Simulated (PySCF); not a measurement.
# What moves σ(Si)?

GIAO PBE0/pcSseg-1 on GFN2-xTB geometries (PySCF 2.14, gas phase, non-relativistic):

```csv
SMILES,IAO charge (e) of Si,σ(Si) (ppm)
C=CC[C@@H](C#N)O[SiH3],0.872,382.3
C=CC[C@H](C#N)S[SiH3],0.548,410.9
C=CCC[C@@H](C#N)O[SiH3],0.869,384.7
C=CC[C@@H](C#N)O[SiH2]C,1.012,364.5
C=CC(=O)[C@@H](C#N)O[SiH3],0.859,387.9
C=CC(C=C)[C@@H](C#N)O[SiH3],0.870,389.0
C=CC[C@H](C#N)CO[SiH3],0.875,384.2
C=C[C@@H](C)[C@H](C#N)O[SiH3],0.874,383.2
C=C(C)C[C@H](C#N)O[SiH3],0.868,383.6
C=CC[C@@](C#N)(OC)O[SiH3],0.861,391.6
```

Q: Fit σ(Si) as a line in the IAO charge of Si. How well does it hold?

A: σ = 464.8 − 92.4 x, with x in e; correlation -0.94, rms deviation 3.6 ppm, largest 6.8 ppm at `C=CC[C@@H](C#N)O[SiH2]C`. A charge says how many electrons sit at the atom, not how easily they circulate, so such a line holds only within like compounds.

Q: A further member, `C=C[C@@H](OC)[C@H](C#N)O[SiH3]`, has x = 0.862. What does the line predict, and what does the calculation give?

A: The line gives 385.2 ppm; the calculation 386.9 ppm, a difference of 1.7 ppm, within the usual scatter of the fit.
